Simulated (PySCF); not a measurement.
How methods differ on the interval between two levels of Zn

Zn [Ar] 3d10 4s2 → Zn [Ar] 3d10 4s1 4d1 [3D3, M_J = 3], as a difference of total energies. Computed with PySCF 2.14 in x2c-TZVPall-2c with one added diffuse shell each of s, p, d type (7s8p5d1f, 63 functions), with the two-component X2C-1e Hamiltonian. Correlated levels: [Ne] frozen; the 6 highest virtual spinors dropped. "Screened" scales the spin-orbit matrix elements by Boettger's factors to mimic the two-electron term; Breit and QED terms are absent.

```json
{"method": "GHF (spin-free)", "interval between two levels (cm⁻¹)": "55126"}
{"method": "GMP2 (spin-free)", "interval between two levels (cm⁻¹)": "64695"}
{"method": "GHF (screened spin-orbit)", "interval between two levels (cm⁻¹)": "55137"}
{"method": "GMP2 (screened spin-orbit)", "interval between two levels (cm⁻¹)": "64707"}
```

Errors of the correlated levels include the incompleteness of this basis and the frozen core.

The labels give the starting determinants; with spin-orbit coupling the two ends relaxed to ⟨J²⟩ = 0.00, ⟨L²⟩ = 0.00, ⟨S²⟩ = 0.00 and ⟨J²⟩ = 12.00, ⟨L²⟩ = 6.00, ⟨S²⟩ = 2.00.

The promoted electron is Rydberg-like, and one or two diffuse shells describe it only roughly, which tends to raise the upper state.

For comparison: 62777 cm⁻¹ (measured; NIST Handbook of Basic Atomic Spectroscopic Data (Sansonetti and Martin, J. Phys. Chem. Ref. Data 34, 1559 (2005))).
